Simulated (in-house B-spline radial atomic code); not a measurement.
Values are calculated unless marked as measured or tabulated.
**Al+ at several levels of theory**

Ground configuration [Ne] 3s2. All numbers come from a B-spline radial code for spherical atoms, all electrons, at the radial basis limit. Mean-field, RPA, GW and linear-response runs are scalar-relativistic (one-electron X2C), no spin-orbit coupling, without Breit or QED terms, open shells spin-polarised at highest spin; the many-body runs on Dirac-Hartree-Fock orbitals are four-component, and their energies hold both.

**Ionisation energy.** The reference is 18.829 eV (NIST, measured).

| method | value (eV) | minus reference (eV) |
| --- | --- | --- |
| minus the highest LDA VWN5 level | 14.92 | -3.91 |
| LDA VWN5, difference of total energies | 18.93 | +0.10 |
| minus the highest PBE level | 14.81 | -4.02 |
| PBE, difference of total energies | 18.79 | -0.04 |
| G0W0 on PBE | 19.00 | +0.17 |
| exact exchange + RPA on PBE | 19.28 | +0.45 |
| exact exchange + RPA + SOSEX on PBE | 18.83 | 0.00 |
| minus the highest r2SCAN level | 14.96 | -3.87 |
| r2SCAN, difference of total energies | 18.41 | -0.42 |
| minus the highest PBE0 level | 15.76 | -3.06 |
| PBE0, difference of total energies | 18.69 | -0.14 |
| G0W0 on PBE0 | 19.01 | +0.18 |
| minus the highest B3LYP (VWN-RPA) level | 15.64 | -3.19 |
| B3LYP (VWN-RPA), difference of total energies | 18.94 | +0.11 |
| minus the highest CAM-B3LYP level | 17.10 | -1.73 |
| minus the highest LC-wPBE level | 18.34 | -0.49 |
| minus the highest Hartree-Fock level | 17.78 | -1.05 |
| Hartree-Fock, difference of total energies | 17.55 | -1.28 |
| G0W0 on Hartree-Fock | 18.90 | +0.07 |
| MP2, difference of total energies | 18.62 | -0.20 |
| CI + MBPT for the two outer electrons | 18.82 | -0.01 |
| Dirac-Fock + self-energy with TDHF screening (3s1/2) | 18.47 | -0.36 |

**Question.** Which methods come closest, and which lies farthest off?

**Answer.** Closest: exact exchange + RPA + SOSEX on PBE (0.00 eV) and CI + MBPT for the two outer electrons (-0.01 eV). Farthest: minus the highest PBE level (-4.02 eV). The PBE level misses by -4.0 eV while the PBE energy difference misses by -0.04 eV: the semilocal potential lacks the −1/r tail and the energy is convex in the electron number, but total energies at whole numbers are far better.

**Static dipole polarisability and C6** of two like species, by linear response (no reference value is at hand):

```csv
method,α (bohr³),C6 (hartree·bohr⁶)
LDA VWN5,23.31,115.9
PBE,24.15,122.3
PBE0,24.66,126.3
B3LYP (VWN-RPA),23.77,119.6
CAM-B3LYP,23.88,120.3
LC-wPBE,25.32,131.1
TDHF,26.26,139.2
relativistic RPA (four-component TDHF),26.25,139.2
```

**Question.** What mean excitation energy do α and C6 imply in London's formula C6 = (3/4) α² ω?

**Answer.** LDA VWN5: ω = 0.284 hartree; relativistic RPA (four-component TDHF): ω = 0.269 hartree. A method that puts the excitations lower gives a larger α and a smaller ω.

**Lowest terms** (eV, full linear response; a dash marks a state above the method's threshold or not assigned, «imaginary» a triplet instability of the closed-shell solution):

```
                         method  3s → 3p 3P  3s → 3p 1P  3s → 4s 3S
                       LDA VWN5       4.688       7.508      11.005
                            PBE       4.207       7.394      10.754
                           PBE0       4.053       7.332      10.868
                B3LYP (VWN-RPA)       4.430       7.456      10.898
                      CAM-B3LYP       4.376       7.440      10.961
                        LC-wPBE       3.734       7.220      11.048
                           TDHF       2.934       7.147      10.348
                 BSE on G0W0@HF       4.305       7.664      11.449
      CI + MBPT, average over J       4.642       7.418      11.313
measured, average over J (NIST)       4.651       7.421      11.317
```

**Question.** Which methods give these terms best?

**Answer.** Mean absolute differences from the measured values, for methods that give all terms: CI + MBPT, average over J 0.01 eV; LDA VWN5 0.15 eV; CAM-B3LYP 0.22 eV; B3LYP (VWN-RPA) 0.23 eV; BSE on G0W0@HF 0.24 eV; PBE 0.34 eV; PBE0 0.38 eV; LC-wPBE 0.46 eV; TDHF 0.99 eV. Triplets fall as the share of exact exchange grows, since unscreened exchange drives the closed shell towards a triplet instability.

Run times on one thread of shared hosts: mean field, RPA, SOSEX and G0W0 on PBE, for the atom and its ion, 5 s (Arm Neoverse N1); TDDFT with PBE, 0.3 s (Intel Xeon Platinum 8488C (Sapphire Rapids)); G0W0 and BSE, 2.7 s (Intel Xeon Platinum 8488C (Sapphire Rapids)); CI + MBPT, 140 s (Arm Neoverse N1); removal energies by the self-energy, 5.7 s (Intel Xeon Platinum 8259CL CPU @ 2.50GHz).
